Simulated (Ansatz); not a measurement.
`[SH][AlH][Br]`, charge 0, multiplicity 1.

Problem. Give a relaxed structure at PBE0-D4/def2-TZVP (Ansatz 0.2.0). (An estimate is asked.)

Solution. Computed: 
```xyz
5

S    -1.6007   -0.6011   -0.0421
Al    0.3618    0.1442    0.5093
Br    1.8222    0.6646   -1.1258
H    -1.3402   -0.5236   -1.3591
H     0.7569    0.3161    2.0178
```
Point group Cs.
